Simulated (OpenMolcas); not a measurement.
A calculation on Ru+.

* Program: OpenMolcas 26.06
* Method: SS-CASPT2, IPEA 0.25 Eh, imaginary shift 0.1 Eh (closed shells correlated: 4s 4p)
* Basis: ANO-RCC-VTZP [7s6p4d2f1g]
* Scalar Hamiltonian: DKH2, point nucleus
* Active space: 7 electrons in 5 orbitals (4d)
* State averaging: 2S+1 = 4 even, 10 roots; 2S+1 = 2 even, 40 roots
* Spin-orbit coupling: state interaction with AMFI integrals over the reference wave functions, term energies averaged over their components

Task: Which level of the active space comes out lowest?

Result: 4d7 4F 9/2, with 98 % of that term; it is also the measured ground level.

Task: How high does 4d7 4F 5/2 lie?

Result: 2550 cm-1 above the lowest level; measured 2494 cm-1 above the ground level, so the calculation is off by +2 %.

Task: How high does 4d7 4F 7/2 lie?

Result: 1545 cm-1 above the lowest level; measured 1523 cm-1 above the ground level, so the calculation is off by +1 %.

Task: How high does 4d7 4P 5/2 lie?

Result: 9630 cm-1 above the lowest level; measured 8257 cm-1 above the ground level, so the calculation is off by +17 %.

Task: The level at 14440 cm-1 has J = 3/2. What is it made of, and what is its g factor?

Result: 57 % 4d7 2P 3/2, 32 % 4d7 2D(1), 10 % 4d7 4P; g = 1.198, against 1.334 from Landé's formula for the pure leading term.

Measured values: NIST Handbook of Basic Atomic Spectroscopic Data.

CASPT2 breaks the degeneracy within a term, and the mean is taken; among the terms shown or strongly mixed into the levels shown the widest spread is 550 cm-1 (4d7 4F). Configurations with an s electron lie low at this charge and mix in, so terms can be misplaced. Some terms miss by over 15 % even with CASPT2, which points to a basis or an active space too small for the shells correlated. Computed and measured levels are paired by configuration, term and J; levels that our copy of the source lacks, or whose pairing is in doubt (as where it misses far off the trend of its configuration), stay unpaired and out of the deviations. Only configurations of the active space appear.

A number in round brackets counts repeated terms of one configuration in the order of the reference energies.
